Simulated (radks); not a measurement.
The numbers below are computed, except where a source is named.
Ga0.375+, configuration [Ar] 3d9.625 4s2 4p1 (fractional occupations, a model configuration). Code: a radial shooting solver on a logarithmic mesh with Libxc functionals. Model: scalar-relativistic Kohn-Sham, PBE, spin-unpolarised, spherical densities, finite nucleus; Fermi nuclear charge, rms radius 3.9973 fm.

Normalised radial functions P(r) = r R(r), r in bohr:

r,3p,4p
0.004304,0.0065,0.0014
0.006525,0.0141,0.0029
0.00989,0.0299,0.0062
0.01499,0.0624,0.0129
0.02291,0.1268,0.0263
0.03473,0.2395,0.0496
0.05264,0.4118,0.0852
0.0798,0.6091,0.1255
0.121,0.6937,0.1412
0.1834,0.4271,0.0816
0.2802,-0.3171,-0.0765
0.4248,-1.1100,-0.2250
0.6439,-1.2738,-0.1796
0.9761,-0.7725,0.1017
1.48,-0.2461,0.4390
2.261,-0.0334,0.6093
3.427,-0.0015,0.5003
5.196,0.0000,0.2478
7.876,0.0000,0.0636

3p: eigenvalue -105.32 eV, 1 radial node at r = 0.240 bohr, <r> = 0.677 bohr, 90 % of the charge inside 1.04 bohr. 4p: eigenvalue -5.439 eV, 2 radial nodes at r = 0.234, 0.861 bohr, <r> = 3.01 bohr, 90 % of the charge inside 4.71 bohr.
